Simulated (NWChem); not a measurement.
Species: HTeOCl; SMILES Cl[Te]O

```xyz
4

Te     0.3296     0.4151     0.0037
Cl    -0.1984    -1.8988     0.0063
O     -1.4913     1.1859     0.0674
H     -1.8335     1.2060    -0.8370
```
Atoms are numbered in this order, from 1.

All runs: NWChem. Medium grid unless said otherwise, to which SCAN and Minnesota functionals are sensitive. Geometry: optimised at PBE0/def2-SVP. def2 effective core potentials on Te; no spin-orbit coupling.

For level PBE/def2-SVP:

```yaml
highest occupied level (eV): -5.14
orbital gap (eV): 2.17
dipole (D): 2.23
```

### Question
How do the values read with level M06-L/def2-SVP instead?

### Answer
| Item | Value |
|---|---|
| highest occupied level (eV) | -5.35 |
| orbital gap (eV) | 2.53 |
| dipole (D) | 2.61 |
